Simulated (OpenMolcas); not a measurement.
# Ag2+: moving the ligands

Ag2+ with 6 ligands (chloride) in octahedral coordination (Oh) at 2.7 Å. A charge of +0.667 e stands 2.6 Å behind each ligand. Ligand basis ANO-RCC-VDZP.

```yaml
Program: OpenMolcas
Method: CASSCF
Basis: ANO-RCC-VDZP [6s5p3d1f]
Scalar_Hamiltonian: DKH2, point nucleus
Active_space: 9 electrons in 5 orbitals (4d)
State_averaging: 2S+1 = 2 even, 5 roots
Spin-orbit_coupling: state interaction with AMFI integrals over the reference wave functions
```

Runs around this geometry, states (labels of O, the rotations of Oh). Energies in cm-1 above the lowest state or level, χT in cm3 K/mol; 10Dq is the gap between the two states.

| R (Å) | Ground state | First state of that spin | 10Dq | First gap with spin-orbit (degeneracies) | χT at 300 K |
| --- | --- | --- | --- | --- | --- |
| 2.56 | 2E | 2T2 8289 | 8289 | 6984 (4, 2) | 0.624 |
| 2.7 | 2E | 2T2 5899 | 5899 | 4725 (4, 2) | 0.722 |
| 2.84 | 2E | 2T2 4284 | 4284 | 3257 (4, 2) | 0.822 |

Taking |10Dq| as R^-n, n = -ln(4284 / 8289) / ln(2.84 / 2.56) = 6.4 between the shortest and longest distance. The point-charge formula for a cubic d site gives n = 5.

An orbital doublet at a regular site is open to a Jahn-Teller distortion, which this geometry leaves out. With metal d orbitals alone the field can be off either way by tens of per cent. Ligand-to-metal charge-transfer states are missing. The least metal-like active orbital is 83 % on the metal (Löwdin) and no ligand orbital is active, so the numbers are rough (holds for R = 2.56). No measured value stands beside these numbers; the geometry was imposed, not optimised, and the real ion may take another.
